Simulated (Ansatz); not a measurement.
`P[O][SbH2]` + H₂Se → `P[SeH]` + `[OH][SbH2]` at 500 K and 1 bar (ligand exchange at a P–O bond).

Gas-phase electronic energies from Ansatz, PBE0-D4/def2-TZVP geometries. CCSD(T)/CBS adds triple-zeta CCSD(T) − MP2 to the extrapolated MP2 energy (def2 sets, frozen cores). Elements past krypton have def2 core potentials. For Sb, Se outer-core shells are correlated without core-valence functions, which leaves a few kJ/mol of doubt a bond. Scalar relativity is left out up to krypton. Each species was taken in one conformer, which may not be the lowest.

```tsv
species	CCSD(T)/CBS energy (Eh)	H − E (kJ/mol)	S (J/(mol·K))
`P[O][SbH2]`	-658.51611	128.8	385.6
H₂Se	-2401.89790	53.1	237.8
`P[SeH]`	-2743.44381	93.6	313.2
`[OH][SbH2]`	-316.98030	96.1	310.6
```

H − E and S are ideal-gas, rigid-rotor, harmonic terms from PBE0-D4/def2-TZVP, for one conformer and one mirror image of each species. 1 Eh = 2625.50 kJ/mol, R = 8.31446 J/(mol·K).

Question: By hand: ΔE, ΔH, ΔS and ΔG.

Answer: ΔE = (-2743.44381) + (-316.98030) − (-658.51611) − (-2401.89790) = -0.01010 Eh = -26.5 kJ/mol. Δ(H − E) = 93.6 + 96.1 − 128.8 − 53.1 = 7.8, so ΔH = -18.7 kJ/mol. ΔS = 313.2 + 310.6 − 385.6 − 237.8 = 0.4 J/(mol·K). ΔG = -18.7 − 500 × (0.4)/1000 = -18.9 kJ/mol.

Question: By hand: the equilibrium constant, and the temperature at which ΔG would vanish if ΔH and ΔS stayed fixed.

Answer: log₁₀ K = −ΔG/(RT ln 10) = 2.0. ΔH and −TΔS have one sign here, so there is no such temperature. One of them is within its doubt of zero, so this could turn.

The number of gas molecules stays the same, so ΔS is small and ΔH decides. A doubt of 5 kJ/mol in ΔE shifts log₁₀ K by 0.5 here. Other conformers and mirror images would add mixing entropy, several J/(mol·K) or more a flexible species. Modes under 60 cm⁻¹, often nearly free rotors, make the harmonic entropy too high. These are equilibria of isolated gas molecules and say nothing of rates. Largest T1 diagnostic: 0.015 (customary marks: 0.02 for closed shells, 0.045 for open ones).
